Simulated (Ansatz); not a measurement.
Ansatz results at the PBE0-D4/def2-TZVP geometry: HOMO–LUMO gap (PBE/def2-TZVPP) 4.02 eV; size of the dipole moment (PBE/def2-TZVPP) 2.40 D; ideal-gas entropy at 298 K and 1 bar (rigid rotor, harmonic PBE0-D4/def2-TZVP) 327 J/(mol·K).

Each molecule was computed in one conformer, which needn't be the lowest.

Question: Which molecule gave them?
A. `[BH2][AlH][SiH3]`
B. `C1[NH][AlH][S]1`
C. `F[BH][GeH2][F]`
D. `BBC[SiH3]`

Answer: C. The others give `C1[NH][AlH][S]1`: 4.43, 2.10, 298; `BBC[SiH3]`: 4.13, 0.97, 341; `[BH2][AlH][SiH3]`: 2.76, 0.46, 344.
